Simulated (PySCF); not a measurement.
Electric field gradients and quadrupole coupling constants

Species: C₇H₁₀OSSi.
Structure used (GFN2-xTB), in Å, numbered top down from 1:
```
atom  x, y, z in Å
C1    -4.2844    0.5061   -0.2961
C2    -2.8714    0.0511   -0.1476
C3    -1.8193    0.8062   -0.4144
O4    -0.5275    0.4426   -0.2927
Si5    0.1538   -0.9485    0.1956
C6     1.9665   -0.5384    0.0665
C7     2.6089    0.5938   -0.3374
C8     4.0159    0.4989   -0.2840
C9     4.4341   -0.7124    0.1633
S10    3.1135   -1.7530    0.5237
H11   -4.8027    0.4433    0.6601
H12   -4.3262    1.5323   -0.6508
H13   -4.8156   -0.1321   -1.0013
H14   -2.7187   -0.9594    0.2031
H15   -1.9204    1.8257   -0.7685
H16   -0.2115   -1.2815    1.5769
H17   -0.1986   -2.0669   -0.6854
H18    2.0800    1.4711   -0.6639
H19    4.6820    1.2955   -0.5652
H20    5.4367   -1.0639    0.3055
```

Field gradients from the PBE0/pcSseg-1 density (PySCF, non-relativistic), principal values in atomic units, ordered |Vxx| ≤ |Vyy| ≤ |Vzz|:

| atom | Vxx | Vyy | Vzz |
| --- | --- | --- | --- |
| O4 | -0.6809 | -0.9096 | 1.5905 |
| S10 | -0.4427 | -1.3798 | 1.8225 |

Task: Find the asymmetry η = (Vxx − Vyy)/Vzz and the couplings χ = eQV/h (234.96 MHz × Q in barn × V in au), with Q(17O) = −0.0256 b, Q(33S) = −0.0678 b.

Result: 
| atom | environment | nucleus | η | χzz (MHz) | χxx (MHz) | χyy (MHz) |
| --- | --- | --- | --- | --- | --- | --- |
| O4 | silyl ether oxygen | 17O | 0.14 | -9.57 | 4.10 | 5.47 |
| S10 | thiophene-type sulfur | 33S | 0.51 | -29.03 | 7.05 | 21.98 |

Task: What is Vzz at O4 in SI units (1 au = 9.71736 × 10²¹ V/m²)?

Result: 1.5905 au = 15.455 × 10²¹ V/m².

Were the hydrogens deuterons (Q(2H) = 0.00286 b), χzz would run from 105 kHz (H16 and H17) to 233 kHz (H20).

One conformer (not necessarily the lowest) at the GFN2-xTB geometry, without solvent, vibrations or thermal averaging. GFN2-xTB bond lengths can be off by several hundredths of an ångström, more for odd bonds, and the gradients follow them. With a basis this small, the couplings can be 20 % off.
